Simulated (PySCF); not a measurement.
Input of a run (PBE0-D3(BJ)/def2-SVP geometry optimisation, gas phase (PySCF 2.14.0)), started from GFN2-xTB:
```
{"job": {"xc": "PBE0", "basis": "def2-SVP", "d3": "d3bj", "grid": 1, "shake": 0.01, "kind": "geom"}, "charge": 0, "multiplicity": 1}
C     -2.382260    -0.334330     0.181840
C     -1.044360     0.143290     0.678850
C      0.038830    -0.145760    -0.348090
C      1.462980     0.315190     0.156610
C      2.498010     0.023160    -0.846400
O      2.409920    -0.471170    -1.903330
Cl     4.104610     0.562380    -0.247180
H     -3.157660    -0.090700     0.909550
H     -2.400920    -1.373500     0.002970
H     -2.662770     0.203110    -0.735360
H     -0.816910    -0.365480     1.627800
H     -1.062160     1.221410     0.892270
H      0.063910    -1.203920    -0.558040
H     -0.184440     0.368430    -1.270790
H      1.684790    -0.201340     1.095190
H      1.429390     1.400210     0.374860
```

Output (energies in Eh, forces in Eh/bohr):
```
step   0  E = -730.58560356  max force = 0.049411
step   1  E = -730.59165574  max force = 0.009081
step   2  E = -730.59179037  max force = 0.005258
step   3  E = -730.59202515  max force = 0.002022
step   4  E = -730.59206765  max force = 0.000460
step   5  E = -730.59210408  max force = 0.000400
step   6  E = -730.59215357  max force = 0.000826
step   7  E = -730.59216395  max force = 0.000538
step   8  E = -730.59216636  max force = 0.000115
optimisation converged
```

Question: Summarise the run.

Answer: The energy falls by 0.179 eV over 9 energy and gradient evaluations, the largest force component goes from 0.0494 to 1.2e-04 Eh/bohr, and the atoms move by 0.036 Å rms after alignment. The bond that changes most is C3–C4 (chain CH2 carbon to sp3 carbon next to a carbonyl), which shortens by 0.062 Å. Bonds longer at the end by more than 0.005 Å: 9 of 15; shorter: 1. Among the angles that change most is C5–C4–H16, from 110.5° to 107.0°. The energy never rose by more than 1e-6 Eh on the way. The first step brought 92 % of the lowering.

Question: What are the final bond lengths?

Answer: C1–C2 1.520 Å, C2–C3 1.523 Å, C3–C4 1.518 Å, C4–C5 1.499 Å, C5=O6 1.182 Å, C5–Cl7 1.798 Å, C1–H8 1.100 Å, C1–H9 1.102 Å, C1–H10 1.102 Å, C2–H11 1.105 Å, C2–H12 1.104 Å, C3–H13 1.103 Å, C3–H14 1.103 Å, C4–H15 1.104 Å, C4–H16 1.104 Å. Numbering counts from 1 in the input's order; the species is `CCCCC(=O)Cl`.

The run used 147 basis functions and 61 SCF cycles in all.

Not checked by PBE0-D3(BJ)/def2-SVP frequencies. The numbers are those of one conformer.

Shape of the structure used: `[CH3:1][CH2:2][CH2:3][CH2:4][C:5](=[O:6])[Cl:7]`: C1–C2–C3–C4 179°, C2–C3–C4–C5 180°, C3–C4–C5–O6 -1°.
